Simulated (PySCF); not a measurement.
C7H10.
Numbering: `[CH2:1]=[CH:2]/[CH:3]=[CH:4]/[CH:5]=[CH:6]/[CH3:7]` (hydrogens: H8, H9 on C1; H10 on C2; H11 on C3; H12 on C4; H13 on C5; H14 on C6; H15, H16, H17 on C7)

Computed by this run: PySCF, LC-wPBE/def2-SV(P) geometry optimisation, gas phase; density fitting, grid level 1; the optimiser is geomeTRIC in internal coordinates, started from a GFN2-xTB structure.

Step 0: E = -7409.5659 eV
```
atom  x, y, z in Å  |  force x, y, z in eV/Å
C1      3.8665    0.4366    0.3103   -0.266  -0.233  -0.107
C2      2.7414   -0.2220    0.0380    0.474   0.090   0.040
C3      1.4251    0.2982    0.2920   -0.718  -0.319  -0.139
C4      0.2899   -0.3675    0.0188    0.729   0.306   0.132
C5     -1.0254    0.1507    0.2744   -0.496  -0.208  -0.094
C6     -2.1533   -0.5091    0.0002   -0.111   0.451   0.209
C7     -3.5234    0.0129    0.2565    0.351  -0.182  -0.084
H8      4.8367    0.0167    0.1085    0.609  -0.327  -0.156
H9      3.8523    1.4224    0.7458   -0.069   0.642   0.286
H10     2.7885   -1.2115   -0.3996    0.085  -0.474  -0.212
H11     1.3721    1.2874    0.7291   -0.098   0.485   0.221
H12     0.3430   -1.3564   -0.4201    0.103  -0.476  -0.212
H13    -1.0769    1.1385    0.7158   -0.089   0.482   0.214
H14    -2.1029   -1.4969   -0.4407    0.157  -0.508  -0.229
H15    -3.4889    1.0080    0.6930   -0.057   0.446   0.198
H16    -4.0605   -0.6510    0.9346   -0.294  -0.230   0.288
H17    -4.0914    0.0551   -0.6733   -0.309   0.055  -0.355
```

**Question.** Estimate the geometry and energy of step 1. (The exact step hangs on the optimiser's Hessian estimate; all steps are aligned on step 0, rigid shifts and turns removed.)

**Answer.** E = -7409.6335 eV, largest force 0.237 eV/Å
```
atom  x, y, z in Å  |  force x, y, z in eV/Å
C1      3.8990    0.4326    0.3061    0.157   0.104   0.050
C2      2.7708   -0.2242    0.0371   -0.130  -0.112  -0.055
C3      1.4301    0.2994    0.2922    0.166   0.147   0.073
C4      0.2990   -0.3629    0.0228   -0.169  -0.149  -0.074
C5     -1.0417    0.1576    0.2768    0.101   0.128   0.064
C6     -2.1704   -0.5023    0.0053    0.012  -0.184  -0.087
C7     -3.5505    0.0067    0.2541   -0.119   0.059   0.026
H8      4.8829   -0.0035    0.0968   -0.063   0.019   0.007
H9      3.8830    1.4366    0.7509    0.000  -0.059  -0.030
H10     2.8230   -1.2274   -0.4074    0.004   0.044   0.021
H11     1.3712    1.3030    0.7367   -0.004  -0.051  -0.026
H12     0.3598   -1.3666   -0.4216    0.005   0.051   0.025
H13    -1.0997    1.1608    0.7229   -0.002  -0.046  -0.023
H14    -2.0917   -1.5056   -0.4413   -0.008   0.074   0.036
H15    -3.5357    1.0139    0.7019   -0.001  -0.039  -0.016
H16    -4.1056   -0.6635    0.9347    0.025   0.019  -0.022
H17    -4.1307    0.0574   -0.6848    0.025  -0.004   0.030
```

The energy changes by -0.0676 eV. The first-order estimate −F·Δx gives -0.1489 eV and the mean of the old and new forces, exact on a quadratic surface, -0.0686 eV. The step makes an angle of 61° with the force vector and moves no atom by more than 0.052 Å.

What follows is the cost of the whole optimisation. On one thread, Arm Neoverse V1 (aarch64), on a shared host, this took 63 s and 0.60 GiB of memory at its peak.
